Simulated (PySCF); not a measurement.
# `[C-]#[N+]c1cccs1`, C₅H₃NS

Geometry (Å), atoms numbered from 1 in this order:
```xyz
10

C     3.395    0.521   -0.056
N     2.230    0.416   -0.024
C     0.896    0.291    0.012
C     0.170   -0.854   -0.167
C    -1.216   -0.625   -0.064
C    -1.519    0.675    0.189
S    -0.125    1.670    0.311
H     0.619   -1.811   -0.364
H    -1.955   -1.397   -0.174
H    -2.487    1.119    0.313
```

Method used: quadratic response PBE0/def2-SVPD first hyperpolarisability, Taylor convention, gas phase in PySCF. Geometry: GFN2-xTB.

Question: Give the tensor of the static β(0;0,0) in the axes of these coordinates.

Answer: In au, Taylor convention; rows are the first index (the induced dipole):
|  | xx | yy | zz | xy | xz | yz |
| --- | --- | --- | --- | --- | --- | --- |
| x | -307.0 | +16.4 | +28.1 | -29.6 | +10.7 | -2.2 |
| y | -29.6 | -39.1 | -24.7 | +16.4 | -2.2 | +1.7 |
| z | +10.7 | +1.7 | -18.1 | -2.2 | +28.1 | -24.7 |

Norm of βᵢ = ⅓ Σⱼ (βᵢⱼⱼ + βⱼᵢⱼ + βⱼⱼᵢ): 278.6 au, hyper-Rayleigh value 125.8 au.
